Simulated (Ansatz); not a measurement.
`CC[Si]O[SiH3]` + `OBOCF` → `FCOBO[SiH3]` + `CC[Si]O`  (ligand exchange at the Si–O bond)

Gas-phase electronic energies from Ansatz, PBE0-D4/def2-TZVP geometries. CBS: MP2 limit from def2 TZ/QZ plus the TZ coupled-cluster correction, frozen cores. Functionals use def2-TZVPP. Each species was taken in one conformer, which may not be the lowest.

`CC[Si]O[SiH3]`:

```xyz
13

C    -1.295    0.044    1.057
C    -0.539    1.297    0.609
Si   -0.435    1.438   -1.291
O     0.536    0.153   -1.652
Si    1.479   -1.103   -1.172
H    -0.789   -0.872    0.741
H    -2.308    0.011    0.642
H    -1.393   -0.002    2.145
H     0.478    1.295    1.024
H    -1.034    2.195    0.996
H     1.966   -0.902    0.220
H     0.689   -2.358   -1.234
H     2.644   -1.197   -2.085
```

`OBOCF`:

Z-matrix (Å, degrees):
```
C
F 1 1.369
O 1 1.380 2 109.5
H 1 1.092 2 107.8 3 117.9
H 1 1.095 2 107.6 3 -121.4
B 3 1.370 1 120.6 2 -92.0
O 6 1.348 3 119.3 1 175.3
H 6 1.196 3 121.3 1 -5.8
H 7 0.963 6 112.8 3 -1.9
```

`FCOBO[SiH3]`:

```xyz
12

F     2.775   -0.724    0.301
C     1.766   -1.173   -0.507
O     0.654   -0.372   -0.340
B    -0.319   -0.704    0.565
O    -1.342    0.150    0.756
Si   -1.651    1.642    0.096
H     1.558   -2.212   -0.232
H     2.103   -1.088   -1.542
H    -0.267   -1.742    1.160
H    -2.910    2.116    0.714
H    -0.545    2.581    0.404
H    -1.821    1.525   -1.374
```

`CC[Si]O`:

```xyz
10

C    -0.001    0.330    0.942
C     0.574   -0.708   -0.010
Si    0.053   -0.692   -1.852
O    -1.007    0.577   -1.905
H    -1.092    0.265    1.000
H     0.373    0.211    1.962
H     0.255    1.348    0.631
H     1.674   -0.667   -0.019
H     0.355   -1.728    0.342
H    -1.183    1.064   -1.093
```

```csv
level,ΔE (kJ/mol)
BLYP,3.7
HF/def2-QZVPP,9.0
```

Task: What does CCSD(T)/CBS give? (Best estimate.)

Result: Computed: +7.1 kJ/mol. The listed levels differ from it by -3.4, 1.9 kJ/mol.

Largest T1 diagnostic among the species: 0.013.

At CCSD(T), def2-SVP lies +5.3 kJ/mol from the extrapolated value and def2-TZVPP +0.3 kJ/mol. Leaving LDA and LC-ωPBE aside and taking each functional with its dispersion term where it has one, the values, not all of them listed here, spread over 6.2 kJ/mol, from r2SCAN-D4 to BHLYP-D4.
